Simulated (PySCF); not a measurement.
# Telling isomers of C$_{5}$H$_{11}$ClOSi apart by NMR

Calculated, not measured (PySCF 2.14): coordinates at the GFN2-xTB level, GIAO PBE0/pcSseg-1 shieldings. One conformer, no solvent model, relativity neglected, averaged over atoms made equivalent by symmetry, fast rotation or ring inversion.

References, each an isolated molecule treated in the same way: ¹H and ¹³C vs TMS. Where no couplings were computed, multiplicities follow the n + 1 count of equivalent neighbours, and m marks all less simple cases (inequivalent or close neighbours, rings, F or P nearby). Shifts are as computed. Against solution values, carbons near 30 ppm lie about +3 ppm off and those near 130 ppm about +5 ppm; carbons on Cl a further +6 ppm. Of 1211 compounds with measured shifts, 218 miss one by over three times the rms of a fit or turn the order of signals round; such compounds aren't used in these exercises. Carbons bonded to Cl come out too deshielded. OH and NH positions are gas-phase values without hydrogen bonding to other molecules.

(1) Tabulate the signals of `C/C([SiH3])=C(/Cl)CCO`, `ClCCO[SiH]1CCC1`, `C=C[Si@@H](Cl)[C@H](C)OC` and their relative energies.

(2) What is the quickest way to tell ClCCO[SiH]1CCC1 from C=C[Si@@H](Cl)[C@H](C)OC?

(3) What is the quickest way to tell C/C([SiH3])=C(/Cl)CCO from ClCCO[SiH]1CCC1?

(4) What is the quickest way to tell C/C([SiH3])=C(/Cl)CCO from C=C[Si@@H](Cl)[C@H](C)OC?

Results:

(1) 
| SMILES | carbon types | δC | δH | E rel. (kcal/mol) |
| --- | --- | --- | --- | --- |
| C/C([SiH3])=C(/Cl)CCO | 2×C 2×CH2 1×CH3 | 152.8, 138.0, 64.6, 44.0, 22.9 | 4.22 (s, 3H), 3.93 (t, 2H), 2.75 (t, 2H), 2.14 (s, 3H), 0.89 (br s, 1H) | 28.4 |
| ClCCO[SiH]1CCC1 | 5×CH2 | 70.7, 54.0, 25.4, 14.5 | 5.54 (m, 1H), 4.16 (t, 2H), 3.67 (t, 2H), 1.88 (m, 1H), 1.72 (m, 2H), 1.59 (m, 1H), 1.51 (m, 2H) | 0.0 |
| C=C[Si@@H](Cl)[C@H](C)OC | 2×CH 1×CH2 2×CH3 | 146.0, 137.0, 76.6, 59.7, 14.5 | 6.66 (m, 1H), 6.43 (m, 1H), 6.35 (m, 1H), 5.19 (m, 1H), 3.50 (s, 3H), 3.22 (m, 1H), 1.31 (d, 3H) | 3.3 |

Energies are electronic energies at PBE0/pcSseg-1 on these geometries, without zero-point or thermal terms, each for the one conformer computed, which needn't be the lowest.

(2) Count the carbon signals: 4 against 5. The first has an sp3 CH2 bonded to O at 70.7 ppm, the second a terminal =CH2 carbon at 146.0 ppm. In the proton spectra the most deshielded non-exchanging signals are 5.54 (m, 1H) and 6.66 (m, 1H).

(3) Count the carbon signals: 5 against 4. The first has a fully substituted alkene carbon (C) at 152.8 ppm, the second an sp3 CH2 in a ring at 14.5 ppm. Their most deshielded carbons lie at 152.8 and 70.7 ppm. In the proton spectra the most deshielded non-exchanging signals are 4.22 (s, 3H) and 5.54 (m, 1H).

(4) Both give the same number of carbon signals, but DEPT or the intensities differ. The first has a fully substituted alkene carbon (C) at 152.8 ppm, the second a terminal =CH2 carbon at 146.0 ppm. In the proton spectra the most deshielded non-exchanging signals are 4.22 (s, 3H) and 6.66 (m, 1H).
